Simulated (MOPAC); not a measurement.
MOPAC input (MNDO):

```
MNDO PRECISE GNORM=0.05 LET XYZ GEO-OK AUX(PRECISION=9) THREADS=1
C4H8Se

C    -2.87677800 1    0.63178800 1   -0.83436500 1
C    -1.67250700 1    1.10125600 1   -0.52970000 1
C    -0.39526300 1    0.47428700 1   -0.95887700 1
Se    0.49259000 1   -0.36035000 1    0.61251800 1
C     2.28161900 1   -0.51710700 1   -0.17997100 1
H    -3.00019200 1   -0.25745700 1   -1.44200700 1
H    -3.77880100 1    1.11890300 1   -0.48819200 1
H    -1.58180000 1    1.98535000 1    0.09390300 1
H    -0.55427300 1   -0.29370200 1   -1.71354000 1
H     0.30737400 1    1.21741200 1   -1.33635100 1
H     2.91934700 1   -0.97557100 1    0.57299300 1
H     2.24930800 1   -1.15222800 1   -1.06244300 1
H     2.66856000 1    0.46784600 1   -0.43251000 1
```

Output:

```
 *******************************************************************************
 **                                                                           **
 **                              MOPAC v23.2.5                                **
 **                                                                           **
 *******************************************************************************
 ** MOPAC's Digital Object Identifier: https://doi.org/10.5281/zenodo.6511958 **
 **                                                                           **
 ** Please cite the open-source release paper for use of this MOPAC version:  **
 ** J. E. Moussa and J. J. P. Stewart (2026)                                  **
 ** MOPAC: An open-source semiempirical molecular orbital program             **
 ** J. Open Source Softw., 11(119), 8025, https://doi.org/10.21105/joss.08025 **
 *******************************************************************************

                              MNDO CALCULATION RESULTS

 *******************************************************************************
 *  MNDO       - The MNDO Hamiltonian to be used
 *  GEO-OK     - OVERRIDE INTERATOMIC DISTANCE AND OTHER SAFETY CHECKS
 *  LET        - OVERRIDE SOME SAFETY CHECKS
 *  PRECISE    - TIGHTER CRITERIA TO BE USED
 *  XYZ        - CARTESIAN COORDINATE SYSTEM TO BE USED
 *  GNORM      - EXIT WHEN GRADIENT NORM DROPS BELOW 0.050
 *  AUX        - OUTPUT AUXILIARY INFORMATION
 *******************************************************************************
MNDO PRECISE GNORM=0.05 LET XYZ GEO-OK AUX(PRECISION=9) THREADS=1
 C4H8Se

   ATOM   CHEMICAL          X               Y               Z
  NUMBER   SYMBOL      (ANGSTROMS)     (ANGSTROMS)     (ANGSTROMS)

     1       C         -2.87677800  *   0.63178800  *  -0.83436500  *
     2       C         -1.67250700  *   1.10125600  *  -0.52970000  *
     3       C         -0.39526300  *   0.47428700  *  -0.95887700  *
     4      Se          0.49259000  *  -0.36035000  *   0.61251800  *
     5       C          2.28161900  *  -0.51710700  *  -0.17997100  *
     6       H         -3.00019200  *  -0.25745700  *  -1.44200700  *
     7       H         -3.77880100  *   1.11890300  *  -0.48819200  *
     8       H         -1.58180000  *   1.98535000  *   0.09390300  *
     9       H         -0.55427300  *  -0.29370200  *  -1.71354000  *
    10       H          0.30737400  *   1.21741200  *  -1.33635100  *
    11       H          2.91934700  *  -0.97557100  *   0.57299300  *
    12       H          2.24930800  *  -1.15222800  *  -1.06244300  *
    13       H          2.66856000  *   0.46784600  *  -0.43251000  *

          CARTESIAN COORDINATES

    NO.       ATOM           X           Y           Z

     1         C         -2.8768      0.6318     -0.8344
     2         C         -1.6725      1.1013     -0.5297
     3         C         -0.3953      0.4743     -0.9589
     4        Se          0.4926     -0.3604      0.6125
     5         C          2.2816     -0.5171     -0.1800
     6         H         -3.0002     -0.2575     -1.4420
     7         H         -3.7788      1.1189     -0.4882
     8         H         -1.5818      1.9853      0.0939
     9         H         -0.5543     -0.2937     -1.7135
    10         H          0.3074      1.2174     -1.3364
    11         H          2.9193     -0.9756      0.5730
    12         H          2.2493     -1.1522     -1.0624
    13         H          2.6686      0.4678     -0.4325

  H: (MNDO): M.J.S. DEWAR, W. THIEL, J. AM. CHEM. SOC., 99, 4899, (1977)
  C: (MNDO): M.J.S. DEWAR, W. THIEL, J. AM. CHEM. SOC., 99, 4899, (1977)
 Se: (MNDO): J. J. P. STEWART, J. MOL. MOD., 10, 155-164 (2004)

           Empirical Formula: C4 H8 Se  =    13 atoms

      MOLECULAR POINT GROUP   :   C1

      RHF CALCULATION, NO. OF DOUBLY OCCUPIED LEVELS = 15

          Geometry optimization using EF

          DIAGONAL MATRIX USED AS START HESSIAN

 CYCLE:     1  GRAD.:    50.995 HEAT:  12.81917
 CYCLE:     2  GRAD.:   358.730 HEAT:  38.42715
 CYCLE:     3  GRAD.:   199.018 HEAT:  23.54001
 CYCLE:     4  GRAD.:   194.176 HEAT:  20.80978
 CYCLE:     5  GRAD.:   318.398 HEAT:  32.80691
 CYCLE:     6  GRAD.:   123.888 HEAT:  16.51104
 CYCLE:     7  GRAD.:   254.774 HEAT:  34.63676
 CYCLE:     8  GRAD.:   257.152 HEAT:  30.13134
 CYCLE:     9  GRAD.:   204.026 HEAT:  26.08142
 CYCLE:    10  GRAD.:   239.125 HEAT:  30.11314
 CYCLE:    11  GRAD.:   319.686 HEAT:  40.53614
 CYCLE:    12  GRAD.:   201.111 HEAT:  23.49350
 CYCLE:    13  GRAD.:   253.653 HEAT:  35.48026
 CYCLE:    14  GRAD.:   198.606 HEAT:  26.14272
 CYCLE:    15  GRAD.:   284.486 HEAT:  32.88467
 CYCLE:    16  GRAD.:   338.376 HEAT:  40.07653
 CYCLE:    17  GRAD.:   246.135 HEAT:  31.24890
 CYCLE:    18  GRAD.:   218.756 HEAT:  28.25598
 CYCLE:    19  GRAD.:   273.771 HEAT:  30.50403
 CYCLE:    20  GRAD.:   103.560 HEAT:  16.50978
 CYCLE:    21  GRAD.:   111.049 HEAT:  16.29269
 CYCLE:    22  GRAD.:   175.119 HEAT:  19.79232
 CYCLE:    23  GRAD.:   126.078 HEAT:  20.54720
 CYCLE:    24  GRAD.:    72.889 HEAT:  13.06978
 CYCLE:    25  GRAD.:    34.188 HEAT:  11.79442
 CYCLE:    26  GRAD.:    28.786 HEAT:  11.49698
 CYCLE:    27  GRAD.:    10.826 HEAT:  11.17465
 CYCLE:    28  GRAD.:     3.923 HEAT:  11.13855
 CYCLE:    29  GRAD.:     2.948 HEAT:  11.12642
 CYCLE:    30  GRAD.:     2.101 HEAT:  11.11639
 CYCLE:    31  GRAD.:     3.032 HEAT:  11.09725
 CYCLE:    32  GRAD.:     4.029 HEAT:  11.05768
 CYCLE:    33  GRAD.:     2.493 HEAT:  11.04258
 CYCLE:    34  GRAD.:     2.168 HEAT:  11.03335
 CYCLE:    35  GRAD.:     1.783 HEAT:  11.02791
 CYCLE:    36  GRAD.:     1.484 HEAT:  11.01313
 CYCLE:    37  GRAD.:     1.410 HEAT:  11.00608
 CYCLE:    38  GRAD.:     1.951 HEAT:  10.99157
 CYCLE:    39  GRAD.:     2.517 HEAT:  10.97634
 CYCLE:    40  GRAD.:     2.905 HEAT:  10.94684
 CYCLE:    41  GRAD.:     1.933 HEAT:  10.92946
 CYCLE:    42  GRAD.:     2.038 HEAT:  10.91603
 CYCLE:    43  GRAD.:     2.651 HEAT:  10.89979
 CYCLE:    44  GRAD.:     2.551 HEAT:  10.88535
 CYCLE:    45  GRAD.:     1.286 HEAT:  10.87065
 CYCLE:    46  GRAD.:     1.543 HEAT:  10.86538
 CYCLE:    47  GRAD.:     1.112 HEAT:  10.86249
 CYCLE:    48  GRAD.:     0.710 HEAT:  10.86110
 CYCLE:    49  GRAD.:     0.493 HEAT:  10.85996
 CYCLE:    50  GRAD.:     0.517 HEAT:  10.85915
 CYCLE:    51  GRAD.:     0.526 HEAT:  10.85829
 CYCLE:    52  GRAD.:     0.932 HEAT:  10.85752
 CYCLE:    53  GRAD.:     0.750 HEAT:  10.85675
 CYCLE:    54  GRAD.:     0.806 HEAT:  10.85546
 CYCLE:    55  GRAD.:     1.149 HEAT:  10.85274
 CYCLE:    56  GRAD.:     1.545 HEAT:  10.84886
 CYCLE:    57  GRAD.:     1.903 HEAT:  10.84278
 CYCLE:    58  GRAD.:     0.884 HEAT:  10.84006
 CYCLE:    59  GRAD.:     0.448 HEAT:  10.83904
 CYCLE:    60  GRAD.:     0.349 HEAT:  10.83888
 CYCLE:    61  GRAD.:     0.147 HEAT:  10.83880
 CYCLE:    62  GRAD.:     0.118 HEAT:  10.83872
 CYCLE:    63  GRAD.:     0.161 HEAT:  10.83865
 CYCLE:    64  GRAD.:     0.209 HEAT:  10.83851
 CYCLE:    65  GRAD.:     0.256 HEAT:  10.83826
 CYCLE:    66  GRAD.:     0.274 HEAT:  10.83787
 CYCLE:    67  GRAD.:     0.488 HEAT:  10.83753
 CYCLE:    68  GRAD.:     0.398 HEAT:  10.83706
 CYCLE:    69  GRAD.:     0.919 HEAT:  10.83658
 CYCLE:    70  GRAD.:     0.473 HEAT:  10.83517
 CYCLE:    71  GRAD.:     0.329 HEAT:  10.83469
 CYCLE:    72  GRAD.:     0.727 HEAT:  10.83452
 CYCLE:    73  GRAD.:     0.315 HEAT:  10.83409
 CYCLE:    74  GRAD.:     0.168 HEAT:  10.83403
 CYCLE:    75  GRAD.:     0.062 HEAT:  10.83400
 CYCLE:    76  GRAD.:     0.340 HEAT:  10.83412
 CYCLE:    77  GRAD.:     0.054 HEAT:  10.83398
 CYCLE:    78  GRAD.:     1.667 HEAT:  10.84018
 CYCLE:    79  GRAD.:     0.172 HEAT:  10.83401
 CYCLE:    80  GRAD.:     0.024 HEAT:  10.83398

     GRADIENT =  0.02421 IS LESS THAN CUTOFF =  0.05000

 -------------------------------------------------------------------------------
 MNDO PRECISE GNORM=0.05 LET XYZ GEO-OK AUX(PRECISION=9) THREADS=1
 C4H8Se

     GEOMETRY OPTIMISED USING EIGENVECTOR FOLLOWING (EF).
     SCF FIELD WAS ACHIEVED

                              MNDO CALCULATION
                                                       MOPAC v23.2.5 Linux

          FINAL HEAT OF FORMATION =         10.83398 KCAL/MOL =      45.32938 KJ/MOL

          COSMO AREA              =        141.21 SQUARE ANGSTROMS
          COSMO VOLUME            =        130.90 CUBIC ANGSTROMS

          GRADIENT NORM           =          0.02421          =       0.00672 PER ATOM
          IONIZATION POTENTIAL    =          8.679170 EV
          HOMO LUMO ENERGIES (EV) =         -8.679 -0.234
          NO. OF FILLED LEVELS    =         15
          MOLECULAR WEIGHT        =        135.0672         POINT GROUP:  C1

          MOLECULAR DIMENSIONS (Angstroms)

            Atom       Atom       Distance
            H    11    H     7     6.96514
            H     6    H     8     3.06696
           Se     4    H    10     2.12517

          SCF CALCULATIONS        =         81

   ATOM   CHEMICAL          X               Y               Z
  NUMBER   SYMBOL      (ANGSTROMS)     (ANGSTROMS)     (ANGSTROMS)

     1       C         -2.83553591  *   0.45388478  *  -0.74891523  *
     2       C         -1.68712666  *   1.12901058  *  -0.57813474  *
     3       C         -0.33026549  *   0.68014542  *  -0.97530497  *
     4      Se          0.46790288  *  -0.26402132  *   0.56700668  *
     5       C          2.24015345  *  -0.68559561  *  -0.15044485  *
     6       H         -2.90384776  *  -0.53555308  *  -1.19861802  *
     7       H         -3.79771770  *   0.85669346  *  -0.43445854  *
     8       H         -1.71263722  *   2.11716377  *  -0.10333670  *
     9       H         -0.33110476  *  -0.01404416  *  -1.83589294  *
    10       H          0.32517858  *   1.53679367  *  -1.22152768  *
    11       H          2.75842999  *  -1.22672625  *   0.65614187  *
    12       H          2.15206602  *  -1.32578617  *  -1.04193441  *
    13       H          2.78452591  *   0.23872321  *  -0.39869233  *

                             CARTESIAN COORDINATES

   1    C       -2.835535914     0.453884782    -0.748915230
   2    C       -1.687126665     1.129010575    -0.578134743
   3    C       -0.330265487     0.680145418    -0.975304966
   4   Se        0.467902877    -0.264021315     0.567006677
   5    C        2.240153445    -0.685595606    -0.150444855
   6    H       -2.903847763    -0.535553083    -1.198618018
   7    H       -3.797717699     0.856693461    -0.434458544
   8    H       -1.712637222     2.117163771    -0.103336698
   9    H       -0.331104763    -0.014044160    -1.835892943
  10    H        0.325178585     1.536793669    -1.221527676
  11    H        2.758429989    -1.226726247     0.656141867
  12    H        2.152066017    -1.325786172    -1.041934410
  13    H        2.784525913     0.238723206    -0.398692330

           Empirical Formula: C4 H8 Se  =    13 atoms

      MOLECULAR POINT GROUP   :   C1

                  EIGENVALUES
 -39.86523 -31.74648 -28.96437 -21.20540 -16.73689 -15.58166 -15.06494 -14.54428
 -14.44457 -13.68453 -13.00821 -12.34401 -11.92322  -9.81141  -8.67917  -0.23362
   0.67473   1.40765   3.48417   3.89206   4.03906   4.05191   4.55315   4.82912
   5.34527   5.35406   5.49143   6.29793

              NET ATOMIC CHARGES AND DIPOLE CONTRIBUTIONS

  ATOM NO.   TYPE          CHARGE      No. of ELECS.   s-Pop       p-Pop
    1          C          -0.036153        4.0362     1.23163     2.80452
    2          C          -0.124459        4.1245     1.21757     2.90689
    3          C           0.002294        3.9977     1.23179     2.76592
    4         Se          -0.065073        6.0651     1.97062     4.09446
    5          C          -0.018569        4.0186     1.25160     2.76697
    6          H           0.045669        0.9543     0.95433
    7          H           0.041482        0.9585     0.95852
    8          H           0.059551        0.9404     0.94045
    9          H           0.024116        0.9759     0.97588
   10          H           0.025052        0.9749     0.97495
   11          H           0.020497        0.9795     0.97950
   12          H           0.012646        0.9874     0.98735
   13          H           0.012947        0.9871     0.98705
 DIPOLE           X         Y         Z       TOTAL
 POINT-CHG.    -0.156     0.053    -0.461     0.490
 HYBRID         0.191     0.140    -0.445     0.504
 SUM            0.035     0.193    -0.906     0.927

          ATOMIC ORBITAL ELECTRON POPULATIONS

     Atom    s        px        py        pz
    1  C   1.23163   0.91700   0.93139   0.95614
    2  C   1.21757   0.92344   0.96344   1.02000
    3  C   1.23179   0.92107   0.93038   0.91447
    4 Se   1.97062   1.16830   1.75947   1.16669
    5  C   1.25160   0.90172   0.93218   0.93307
    6  H   0.95433
    7  H   0.95852
    8  H   0.94045
    9  H   0.97588
   10  H   0.97495
   11  H   0.97950
   12  H   0.98735
   13  H   0.98705

 **********************
 *                    *
 * JOB ENDED NORMALLY *
 *                    *
 **********************

 == MOPAC DONE ==
```

The geometry given is a B3LYP-D3(BJ)/def2-TZVP minimum.
